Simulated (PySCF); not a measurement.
C₇H₇, doublet, at a GFN2-xTB geometry. Base run: DF-PBE/6-31G** (PySCF).

Here is a job for PySCF.
```python
from pyscf import gto, scf, dft

mol = gto.Mole()
mol.atom = '''
    C     1.09680634   -0.69203971    0.74283602
    C     1.46511471   -0.16542108   -0.39694795
    C     0.25715990    0.70668960   -0.82393668
    C    -0.86545773   -0.27256305   -1.11809504
    C    -1.19325300   -0.85620363    0.02657574
    C    -0.30187962   -0.26459932    1.10797380
    C    -0.19812854    1.18160991    0.57202127
    H     2.35681440   -0.27313925   -0.97806664
    H     0.47183494    1.45696776   -1.57983187
    H    -1.25589036   -0.44934320   -2.10207177
    H    -1.91225754   -1.63132774    0.20914197
    H    -0.61524824   -0.41222483    2.13605884
    H     0.54860400    1.78133171    1.09066769
    H    -1.15602971    1.70289907    0.56153867
'''
mol.basis = '6-31g**'
mol.spin = 1
mol.verbose = 4
mol.build()

mf = dft.UKS(mol)
mf.xc = 'pbe'
mf = mf.density_fit(auxbasis='def2-universal-jkfit')
mf.kernel()
```

The base run was repeated with changes; each row names its change, and settings that it needs were set with it.

| change | basis functions | E (Eh) | HOMO (eV) | dipole (D) | core-seconds (rough) |
|---|---|---|---|---|---|
| base | 133 | -270.43074 | -4.99 | 1.00 | 40 |
| basis = STO-3G | 42 | -267.14878 | -3.37 | 0.70 | 20 |
| basis = LANL2DZ | 77 | ? | ? | ? | 20 |
| basis = 3-21G | 77 | ? | ? | 1.07 | 20 |
| basis = pcseg-0 | 77 | -269.76603 | -5.51 | 1.14 | 20 |
| basis = def2-SV(P) | 112 | ? | ? | ? | 40 |
| basis = 6-31G* | 112 | -270.42034 | -4.97 | 1.00 | 30 |
| basis = cc-pVDZ | 133 | -270.44478 | -5.19 | 1.04 | 40 |
| basis = pc-1 | 133 | -270.38448 | -5.41 | 1.12 | 40 |
| basis = 6-31+G* | 140 | -270.43180 | -5.31 | 1.16 | 40 |
| basis = 6-311G** | 168 | -270.49301 | -5.27 | 1.07 | 60 |
| basis = aug-pcseg-1 | ? | ? | ? | 1.14 | 70 |
| basis = def2-TZVP | 259 | -270.52330 | -5.36 | 1.13 | 80 |

### Question
Complete the blanks.

### Answer

- basis = LANL2DZ, E (Eh): -270.38465
- basis = LANL2DZ, HOMO (eV): -5.26
- basis = LANL2DZ, dipole (D): 1.27
- basis = 3-21G, E (Eh): -268.95432
- basis = 3-21G, HOMO (eV): -5.10
- basis = def2-SV(P), E (Eh): -270.21811
- basis = def2-SV(P), HOMO (eV): -5.28
- basis = def2-SV(P), dipole (D): 1.02
- basis = aug-pcseg-1, basis functions: 224
- basis = aug-pcseg-1, E (Eh): -270.38951
- basis = aug-pcseg-1, HOMO (eV): -5.39

Totals compare only among sets that treat the same electrons; sets with core potentials leave the core out.

Open shells are given as the SCF converged; they aren't shown to be the lowest states, and a large step between rows can be another state.
